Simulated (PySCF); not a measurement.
**Selenium: a sound run and one with changed settings**

Sound run: Se⁺ [Ar] 3d10 4s2 4p3, Se²⁺ [Ar] 3d10 4s2 4p2. Calculation: PySCF 2.14, in cc-pVTZ-DK (6s5p3d1f, 43 functions); scalar relativity by spin-free X2C-1e. The sound run starts from symmetry-adapted Hartree-Fock orbitals and uses a fine grid where one is needed.

Changed run: radial step 1.2 in ln r (0.13 in the sound run). This setting is unsound on purpose.

| species | method | sound run (hartree) | changed run (hartree) | converged |
| --- | --- | --- | --- | --- |
| Se⁺ | UHF | -2427.75247 | -2427.75247 | yes |
| Se⁺ | r2SCAN | -2429.43699 | -2416.24193 | yes |
| Se⁺ | M06-2X | -2429.57326 | -2424.88639 | yes |
| Se²⁺ | UHF | -2426.98658 | -2426.98658 | yes |
| Se²⁺ | r2SCAN | -2428.64419 | -2415.52164 | yes |
| Se²⁺ | M06-2X | -2428.79289 | -2424.15330 | yes |

Ionisation energy of Se⁺:

```
method  sound run (eV)  changed run (eV)
   UHF          20.841            20.841
r2SCAN          21.573            19.600
M06-2X          21.235            19.948
```

A coarse radial grid mis-integrates the density and the exchange-correlation energy, with errors of either sign; Hartree-Fock needs no grid.

For comparison, NIST gives 21.196 ± 0.01 eV between the lowest levels.
